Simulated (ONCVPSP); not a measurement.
# What one change does to a pseudopotential (Sb (Z = 51), ONCV)

* Element: antimony (Sb)
* Generator: ONCVPSP 4.0.1
* Type: optimised norm-conserving Vanderbilt (ONCV)
* Functional: PBE
* Relativity: fully relativistic
* Frozen core: [Kr] 4d10
* Valence charge: 5
* Reference configuration: 5s1 5p4
* Partial waves: 5s: rc 1.45 bohr, ncon 3, nbas 7, qcut 4 1/bohr, 2 projectors, debl 1.1 Ha; 5p: rc 2.40 bohr, ncon 5, nbas 8, qcut 4 1/bohr, 3 projectors, debl 3.6 Ha
* Local potential: polynomial inside 1.40 bohr (lpopt 5, dvloc0 3 Ha)
* Core correction: polynomial model core, fcfact 0.55

Open shells are filled in proportion to 2j + 1.

All-electron outer shells of the reference configuration (PBE, scalar-relativistic, ld1.x):

```
shell  level (eV)  outermost node (bohr)  outermost maximum (bohr)
   4p     -103.25                   0.39                      0.76
   4d      -34.91                   0.38                      0.84
   5s      -13.62                   0.95                      1.88
   5p       -5.41                   1.04                      2.32
```

Change: s: rc 2.14.

Cutoffs: the cutoffs (Ha) at which the residual kinetic energy of the hardest occupied pseudo-wave falls to 1 and 0.1 mHa per electron; they do not see the model core or the augmentation charge, which bear on the density cutoff. Errors are all-electron minus pseudo energies relative to the spin-unpolarised reference configuration.

Problem. Predict the effect on cutoff, ghosts and configuration errors.

Solution. The potential gets softer (72 Ha and 85 Ha → 6.8 Ha and 15 Ha); the bound ghost in s disappears; the lowest positive-energy flag moves from s at 85.3 eV to s at 9.6 eV; of the 4 tests that both files solve, the error grows in 1 and shrinks in 0 by more than 15 % and 0.3 meV (median size 11.3 → 13.9 meV). A larger radius leaves more room for a smooth pseudo-wave, so fewer plane waves are needed.

| quantity | base | changed |
| --- | --- | --- |
| cutoff, loose | 72 Ha | 6.8 Ha |
| cutoff, tight | 85 Ha | 15 Ha |
| loose cutoff by channel | s 72 Ha, p 6.8 Ha | s 6.5 Ha, p 6.8 Ha |
| bound ghosts | s | none |
| GHOST(+) flags under 300 eV | s at 85.3 eV, p3/2 at 240.9 eV, p1/2 at 265.4 eV | s at 9.6 eV, p3/2 at 240.9 eV, p1/2 at 265.4 eV |
| error for 5s2 5p3, meV [ΔE -8.09 eV] | -14 | -16 |
| error for 5s2 5p2, meV [ΔE 0.25 eV] | -9.0 | -12 |
| error for 5s2 5p1, meV [ΔE 16.24 eV] | -19 | -21 |
| error for 5s1 5p3, meV [ΔE 8.95 eV] | -4.4 | -4.3 |
| p3/2: phases at 2.44 bohr within 0.05 rad from the reference energy up to (Ha; the scan ends near 5) | to the end of the scan | to the end of the scan |
| p1/2: phases at 2.44 bohr within 0.05 rad from the reference energy up to (Ha; the scan ends near 5) | to the end of the scan | to the end of the scan |
| rms error of d²Exc/dni dnj with the model core, mHa | 2.43 | 2.36 |

Changed file: The cutoffs count occupied waves only; projector 3 of the p channel, the hardest unoccupied one, needs 36 Ha at the loose tolerance. A true bound ghost makes a file unfit for plane-wave use even where its test errors are small: the radial tests pick states by their node count and pass the ghost by.
